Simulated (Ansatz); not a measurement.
Cartesian coordinates in Å:
```
C 1.5429 0.4916 1.9048
C 0.7841 0.4094 0.8298
O 0.1793 1.4534 0.0868
Si -0.1617 -0.0412 -0.6034
C -1.9127 -0.6204 -0.5977
S 0.7335 -0.5011 -2.4570
H 1.7829 1.4505 2.3517
H 1.9359 -0.4088 2.3569
H -1.9657 -1.7015 -0.7430
H -2.4739 -0.1401 -1.4032
H -2.3778 -0.3670 0.3562
H 1.9332 -0.0247 -2.0817
```

The species carries charge 0 and has multiplicity 1.

Q: List the PBE0/def2-TZVPP orbital energies in eV (the Gaussian-basis code of Ansatz). (An estimate is asked.)

A: Computed: Occupied: -2422.78, -1803.81, -523.01, -279.45, -278.47, -277.78, -218.15, -161.97, -161.90, -161.80, -146.02, -100.72, -100.69, -100.64, -29.03, -21.10, -20.67, -20.21, -15.65, -14.31, -12.84, -12.56, -12.15, -12.07, -11.46, -11.19, -10.30, -9.40, -8.52, -7.57, -6.80. Lowest empty: 0.00, 0.12, 0.31, 0.67, 1.81, 2.12, 2.55, 2.75.
